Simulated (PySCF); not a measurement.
# Atomic charges against the basis set

Species: H6N2SSi.
SMILES with atom numbers: `[NH2:1][SiH:2]([NH2:3])[SH:4]` (hydrogens: H5, H6 on N1; H7 on Si2; H8, H9 on N3; H10 on S4)

PBE0 throughout (PySCF), one geometry, spherical d and f functions. Isolated species at its PBE0-D3(BJ)/def2-SVP geometry (one conformer only). Atoms taken as equivalent share a column and are averaged.

Mulliken charges (e):

```json
{"basis": "STO-3G", "functions": "34", "N1/N3": "-0.595", "Si2": "+0.800", "S4": "-0.126", "H5/H6/H8/H9": "+0.171", "H7": "-0.141", "H10": "-0.026"}
{"basis": "6-31G", "functions": "56", "N1/N3": "-0.985", "Si2": "+0.966", "S4": "-0.311", "H5/H6/H8/H9": "+0.344", "H7": "-0.128", "H10": "+0.066"}
{"basis": "pcSseg-0", "functions": "56", "N1/N3": "-1.050", "Si2": "+1.212", "S4": "-0.495", "H5/H6/H8/H9": "+0.328", "H7": "-0.094", "H10": "+0.167"}
{"basis": "6-31G*", "functions": "76", "N1/N3": "-0.905", "Si2": "+0.731", "S4": "-0.372", "H5/H6/H8/H9": "+0.357", "H7": "-0.097", "H10": "+0.119"}
{"basis": "cc-pVDZ", "functions": "94", "N1/N3": "-0.292", "Si2": "+0.425", "S4": "-0.297", "H5/H6/H8/H9": "+0.112", "H7": "-0.096", "H10": "+0.102"}
{"basis": "def2-SVP", "functions": "94", "N1/N3": "-0.396", "Si2": "+0.584", "S4": "-0.321", "H5/H6/H8/H9": "+0.140", "H7": "-0.117", "H10": "+0.088"}
{"basis": "pcSseg-1", "functions": "112", "N1/N3": "-0.626", "Si2": "+0.850", "S4": "-0.425", "H5/H6/H8/H9": "+0.202", "H7": "-0.127", "H10": "+0.144"}
{"basis": "aug-cc-pVDZ", "functions": "154", "N1/N3": "-0.288", "Si2": "+0.894", "S4": "-0.515", "H5/H6/H8/H9": "-0.052", "H7": "+0.258", "H10": "+0.145"}
{"basis": "6-311+G(2d,p)", "functions": "160", "N1/N3": "-0.853", "Si2": "+1.013", "S4": "-0.318", "H5/H6/H8/H9": "+0.242", "H7": "-0.081", "H10": "+0.124"}
{"basis": "def2-TZVP", "functions": "172", "N1/N3": "-0.625", "Si2": "+0.532", "S4": "-0.364", "H5/H6/H8/H9": "+0.244", "H7": "-0.053", "H10": "+0.162"}
{"basis": "cc-pVTZ", "functions": "212", "N1/N3": "-0.344", "Si2": "+0.381", "S4": "-0.299", "H5/H6/H8/H9": "+0.146", "H7": "-0.081", "H10": "+0.102"}
{"basis": "IGLO-III", "functions": "218", "N1/N3": "-0.694", "Si2": "+1.091", "S4": "-0.330", "H5/H6/H8/H9": "+0.204", "H7": "-0.197", "H10": "+0.008"}
```

IAO charges (e):

| basis | functions | N1/N3 | Si2 | S4 | H5/H6/H8/H9 | H7 | H10 |
| --- | --- | --- | --- | --- | --- | --- | --- |
| STO-3G | 34 | -0.695 | +0.921 | -0.199 | +0.198 | -0.139 | +0.013 |
| 6-31G | 56 | -0.815 | +0.907 | -0.352 | +0.275 | -0.130 | +0.103 |
| pcSseg-0 | 56 | -0.791 | +0.930 | -0.362 | +0.260 | -0.139 | +0.110 |
| 6-31G* | 76 | -0.837 | +1.038 | -0.360 | +0.269 | -0.169 | +0.090 |
| cc-pVDZ | 94 | -0.830 | +1.033 | -0.367 | +0.266 | -0.171 | +0.101 |
| def2-SVP | 94 | -0.823 | +1.042 | -0.359 | +0.261 | -0.178 | +0.096 |
| pcSseg-1 | 112 | -0.840 | +1.053 | -0.367 | +0.267 | -0.175 | +0.100 |
| aug-cc-pVDZ | 154 | -0.862 | +1.044 | -0.376 | +0.278 | -0.165 | +0.109 |
| 6-311+G(2d,p) | 160 | -0.873 | +1.074 | -0.372 | +0.279 | -0.174 | +0.104 |
| def2-TZVP | 172 | -0.872 | +1.087 | -0.373 | +0.277 | -0.179 | +0.102 |
| cc-pVTZ | 212 | -0.866 | +1.075 | -0.377 | +0.276 | -0.175 | +0.105 |
| IGLO-III | 218 | -0.876 | +1.080 | -0.366 | +0.278 | -0.176 | +0.102 |

Hirshfeld charges (e):

```json
{"basis": "STO-3G", "functions": "34", "N1/N3": "-0.317", "Si2": "+0.505", "S4": "-0.148", "H5/H6/H8/H9": "+0.092", "H7": "-0.102", "H10": "+0.009"}
{"basis": "6-31G", "functions": "56", "N1/N3": "-0.315", "Si2": "+0.374", "S4": "-0.194", "H5/H6/H8/H9": "+0.122", "H7": "-0.087", "H10": "+0.051"}
{"basis": "pcSseg-0", "functions": "56", "N1/N3": "-0.316", "Si2": "+0.400", "S4": "-0.190", "H5/H6/H8/H9": "+0.119", "H7": "-0.100", "H10": "+0.047"}
{"basis": "6-31G*", "functions": "76", "N1/N3": "-0.304", "Si2": "+0.336", "S4": "-0.193", "H5/H6/H8/H9": "+0.124", "H7": "-0.090", "H10": "+0.058"}
{"basis": "cc-pVDZ", "functions": "94", "N1/N3": "-0.307", "Si2": "+0.359", "S4": "-0.176", "H5/H6/H8/H9": "+0.120", "H7": "-0.099", "H10": "+0.050"}
{"basis": "def2-SVP", "functions": "94", "N1/N3": "-0.311", "Si2": "+0.360", "S4": "-0.167", "H5/H6/H8/H9": "+0.120", "H7": "-0.102", "H10": "+0.049"}
{"basis": "pcSseg-1", "functions": "112", "N1/N3": "-0.316", "Si2": "+0.377", "S4": "-0.177", "H5/H6/H8/H9": "+0.119", "H7": "-0.096", "H10": "+0.051"}
{"basis": "aug-cc-pVDZ", "functions": "154", "N1/N3": "-0.322", "Si2": "+0.377", "S4": "-0.160", "H5/H6/H8/H9": "+0.117", "H7": "-0.089", "H10": "+0.046"}
{"basis": "6-311+G(2d,p)", "functions": "160", "N1/N3": "-0.317", "Si2": "+0.367", "S4": "-0.163", "H5/H6/H8/H9": "+0.117", "H7": "-0.090", "H10": "+0.050"}
{"basis": "def2-TZVP", "functions": "172", "N1/N3": "-0.318", "Si2": "+0.362", "S4": "-0.165", "H5/H6/H8/H9": "+0.120", "H7": "-0.092", "H10": "+0.050"}
{"basis": "cc-pVTZ", "functions": "212", "N1/N3": "-0.318", "Si2": "+0.367", "S4": "-0.167", "H5/H6/H8/H9": "+0.120", "H7": "-0.093", "H10": "+0.047"}
{"basis": "IGLO-III", "functions": "218", "N1/N3": "-0.321", "Si2": "+0.365", "S4": "-0.150", "H5/H6/H8/H9": "+0.117", "H7": "-0.089", "H10": "+0.046"}
```

Some averages cover members that differ in this geometry, most widely: N1/N3, Mulliken in 6-311+G(2d,p) -0.886 to -0.819; N1/N3, Mulliken in aug-cc-pVDZ -0.319 to -0.257; H5/H6/H8/H9, Mulliken in aug-cc-pVDZ -0.081 to -0.024; N1/N3, Mulliken in IGLO-III -0.717 to -0.672 e.

Q: Which scheme is steadiest as the basis changes?

A: Largest range over the bases for any column: Hirshfeld 0.17 e, IAO 0.18 e, Mulliken 0.83 e. Hirshfeld charges move least and Mulliken charges most, counted in e. Without the minimal STO-3G basis the ranges are Hirshfeld 0.06, IAO 0.18, Mulliken 0.83 e.

Q: How much do the charges still move between the two largest bases, cc-pVTZ and IGLO-III?

A: At most, over all atoms: Mulliken 0.710 e, IAO 0.011 e, Hirshfeld 0.018 e.

Q: What do the same runs give for the total energy, the frontier levels and the dipole moment?

A: 
| basis | energy (Eh) | HOMO (eV) | LUMO (eV) | μ (D) |
| --- | --- | --- | --- | --- |
| STO-3G | -791.2358 | -3.20 | 6.42 | 1.29 |
| 6-31G | -800.3425 | -7.01 | 1.27 | 2.23 |
| pcSseg-0 | -799.4046 | -7.08 | 1.06 | 2.28 |
| 6-31G* | -800.4451 | -6.88 | 1.26 | 1.93 |
| cc-pVDZ | -800.4956 | -6.82 | 1.10 | 1.71 |
| def2-SVP | -800.1968 | -6.83 | 1.15 | 1.62 |
| pcSseg-1 | -800.4595 | -7.04 | 0.75 | 1.77 |
| aug-cc-pVDZ | -800.5199 | -7.08 | -0.30 | 1.50 |
| 6-311+G(2d,p) | -800.5665 | -7.08 | -0.11 | 1.47 |
| def2-TZVP | -800.5788 | -7.04 | 0.61 | 1.49 |
| cc-pVTZ | -800.5811 | -7.02 | 0.67 | 1.56 |
| IGLO-III | -800.5789 | -6.97 | 0.42 | 1.30 |

The dipole is fixed by the density alone, so its range of 0.99 D shows that the density itself changes with the basis, not only its division among atoms.
